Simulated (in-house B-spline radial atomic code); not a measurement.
Configurations of Ti IV (Ti3+), with energies counted from [Ar] 3d1. Level of theory: non-relativistic r2SCAN0, spin-polarised, spherical fractional occupations, exact exchange averaged over the configuration, point nucleus; calculated with an all-electron radial atomic-structure program (B-spline basis). Shells without spins written out take the highest spin.

Occupations are held fixed; configurations that lie above the ionisation limit could autoionise.

| configuration | E - E(ref) (eV) | highest orbital | its <r> (bohr) |
| --- | --- | --- | --- |
| [Ar] 4p1 | 16.259 | 4p up | 2.88 |
| [Ar] 4d1 | 24.384 | 4d up | 3.649 |
| [Ne] 3s2 3p5 3d1 4p1 | 52.312 | 4p up | 2.84 |
| [Ne] 3s2 3p5 3d1 4f1 | 65.894 | 4f up | 4.306 |

(1) Order these further configurations by energy, lowest first.
A. [Ar] 4f1
B. [Ar] 4s1
C. [Ne] 3s2 3p5 3d2
D. [Ne] 3s2 3p5 3d1 4s1

Answers

(1) B (10.418 eV), A (29.559 eV), C (34.395 eV), D (46.361 eV).
